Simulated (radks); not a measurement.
Values are calculated unless marked as measured or tabulated.
Problem. Spherical quantum dot in the effective-mass picture: electrons in a parabolic well V = omega^2 r^2 / 2 with omega = 0.201, all in effective atomic units (hartree* = m*/eps^2 hartree, bohr* = eps/m* bohr), one dielectric constant everywhere. Level of theory: non-relativistic Kohn-Sham, PBE, spin-polarised, spherical densities (a radial shooting solver with Libxc functionals). Levels are named by radial order and angular momentum (1s, 1p, 1d, 2s, ...), and open shells are averaged over m. At N = 1 the configuration is 1s(up 1, down 0). Does electron 2 go into 1p up or 1s down?

Solution. Into 1s down. The total energies of the other choices lie higher by 0.118 hartree* (1p up).
